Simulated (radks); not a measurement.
Results of a calculation; reference values are marked as such.
The nuclear charge of neutral gold is varied continuously with 79 electrons held in [Xe] 4f14 5d10 6s1. Code: a radial shooting solver on a logarithmic mesh with Libxc functionals. Model: Dirac Kohn-Sham, PBE, spin-unpolarised, spherical densities, point nucleus. By the Hellmann-Feynman theorem dE/dZ = E(electron-nucleus)/Z, the electronic potential at the nucleus.

Z      E (hartree)  E(electron-nucleus)/Z (hartree)   HOMO  e(HOMO) (eV)  <r> HOMO (bohr)
78.75  -18896.6196                         -604.359  5d5/2        -3.811            1.710
79     -19048.0965                         -607.456  6s1/2        -5.780            2.867
79.25  -19200.3480                         -610.556  6s1/2        -7.832            2.761
79.5   -19353.3751                         -613.661  6s1/2       -10.012            2.669
79.75  -19507.1790                         -616.771  6s1/2       -12.310            2.586
80     -19661.7610                         -619.886  6s1/2       -14.719            2.512

The central difference of E at Z = 79 is -607.457 hartree, to compare with the third column; the second derivative is -12.4 hartree.
